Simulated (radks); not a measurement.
Values are calculated unless marked as measured or tabulated.
Q: S V, configuration [He] 2s2 2p5 3s2 4s1 (not the ground configuration). Code: a radial shooting solver on a logarithmic mesh with Libxc functionals. Model: scalar-relativistic Kohn-Sham, AM05, spin-unpolarised, spherical densities, finite nucleus; Fermi nuclear charge, rms radius 3.2611 fm. Some entries of the table are withheld. Estimate them.

| orbital | occ. | eigenvalue (eV) | <r^2> (bohr^2) |
|---|---|---|---|
| 1s | 2 | -2508.302 | 0.01266 |
| 2s | 2 | (1) | (2) |
| 2p | 5 | -250.6457 | 0.2230 |
| 3s | 2 | (3) | 2.128 |
| 4s | 1 | -31.7507 | (4) |

A: 
(1) 2s eigenvalue (eV): -303.0298
(2) 2s <r^2> (bohr^2): 0.2582
(3) 3s eigenvalue (eV): -76.6455
(4) 4s <r^2> (bohr^2): 9.830
